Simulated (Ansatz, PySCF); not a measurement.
SiHBr3, SMILES Br[SiH](Br)Br.

Geometry: ωB97X-D3(BJ)/def2-SVP.

Vertical ionisation energy (IE) and electron affinity (EA) in eV. Rows of orbital energies are one-electron estimates. Where ΔSCF, EOM or ADC give a negative EA the extra electron is unbound and the value depends on the basis.

```tsv
level	IE	EA
−ε(HOMO), −ε(LUMO), M06-2X/def2-TZVP (PySCF)	?	?
−ε(HOMO), −ε(LUMO), PBE/def2-TZVP (PySCF)	7.29	1.90
ΔSCF, PBE/def2-SVPD (Ansatz), final states of multiplicity 2 and 2	10.02	-0.10
```

Q: Fill in the missing entries. (The exact figures need the calculation; the answer reports its results.)

A: 
- −ε(HOMO), −ε(LUMO), M06-2X/def2-TZVP (PySCF), IE: 9.76
- −ε(HOMO), −ε(LUMO), M06-2X/def2-TZVP (PySCF), EA: 0.17

Q: What vertical singlet–triplet gap does ΔSCF give with PBE/def2-SVPD (Ansatz, a first-principles code)? (An estimate is asked for; the answer gives what the named calculation found.)

A: 5.27 eV (triplet above singlet where positive).
